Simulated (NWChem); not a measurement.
MgH₂SeS; SMILES [SH][Mg][SeH]

```xyz
5

Mg     0.0056     0.7170     0.0097
S      0.0266     3.0364     0.0488
H     -0.2349     3.1073    -1.2890
Se     0.0347    -1.7231     0.0045
H     -1.4361    -1.7076     0.2377
```
Atoms are numbered in this order, from 1.

Computed with NWChem. Structure relaxed at the PBE-D3(BJ)/def2-SVP level.

Q: Predict the results for PBE0/aug-cc-pVDZ. Quantities: highest occupied level (eV); orbital gap (eV); dipole (D).

A: 
```json
{
 "highest occupied level (eV)": "-6.99",
 "orbital gap (eV)": "5.31",
 "dipole (D)": "0.78"
}
```
